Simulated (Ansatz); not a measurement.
Input file for `C1N[AsH]1`:

```yaml
crystal:
  periodic: [false, false, false]
  atoms:
    - {symbol: C, position_ang: [-0.558788, -0.027479, -0.489124]}
    - {symbol: N, position_ang: [-0.466668, 0.191094, 0.919966]}
    - {symbol: As, position_ang: [0.756201, -1.194688, 0.387142]}
    - {symbol: H, position_ang: [-1.470254, -0.517926, -0.815685]}
    - {symbol: H, position_ang: [-0.165787, 0.714414, -1.178745]}
    - {symbol: H, position_ang: [0.045626, 1.040102, 1.133865]}
    - {symbol: H, position_ang: [1.920871, -0.273619, -0.003119]}
basis:
  gaussian: {orbitals: def2-TZVPP}
correlation: {method: ccsd_t, frozen_orbitals: {As: 14, C: 1, H: 0, "N": 1}}
output: {orbitals: {seedname: orbitals}}
```

```sh
$ ansatz run in.yaml --threads 4 --pin off --events-out ev --progress --plain
```

The program prints (abridged):

```
Functional definition: HF
1010 factors; integrals over basis functions are off by at most 9.1e-4 eV
mean field evaluation 1: about -63367.8461 eV, gradient 3.2e1 eV
mean field evaluation 2: about -63368.0524 eV, gradient 3.2e1 eV
mean field evaluation 4: about -63370.5878 eV, gradient 3.6e0 eV
mean field evaluation 8: about -63370.6387 eV, gradient 2.7e-1 eV
mean field -63370.63920463 eV, -2328.8280366080 hartree, gradient 4.5e-6 eV, S^2 0.000000; 0 other end points of the search recorded, 0 dependent functions left out
16 core orbitals not correlated: weight in the atoms' cores, before any rotation towards them, 1.000 or more for the frozen orbitals, at most 0.000 for the correlated occupied ones
reference -63370.63920463 eV, -2328.8280366080 hartree; 9, 9 occupied and 141, 141 virtual orbitals, 1010 factors
second order -14.30638271 eV of doubles, -0.00000000 eV of singles
cycle   1  -14.47294178 eV  change   -1.7e-1 eV  update   9.0e-2
cycle   2  -14.88901508 eV  change   -4.2e-1 eV  update   2.8e-2
cycle   3  -14.97155228 eV  change   -8.3e-2 eV  update   1.3e-2
cycle   4  -14.96614095 eV  change    5.4e-3 eV  update   3.3e-3
cycle   5  -14.96686416 eV  change   -7.2e-4 eV  update   1.6e-3
cycle   6  -14.96696483 eV  change   -1.0e-4 eV  update   5.1e-4
cycle   7  -14.96667020 eV  change    2.9e-4 eV  update   2.3e-4
cycle   8  -14.96668691 eV  change   -1.7e-5 eV  update   9.0e-5
cycle   9  -14.96669911 eV  change   -1.2e-5 eV  update   3.4e-5
cycle  10  -14.96667936 eV  change    2.0e-5 eV  update   1.4e-5
perturbative correction -0.70650832 eV, -0.0259637021 hartree
Total energy: -63386.31239231 eV, -2329.4040156317 hartree
```

Run time 15 s (4 threads of a server CPU on a shared host); peak host memory 1.1 GiB.

The correlation energy is -15.673 eV, 4.5 % of it from (T); the T1 diagnostic reads 0.0126.
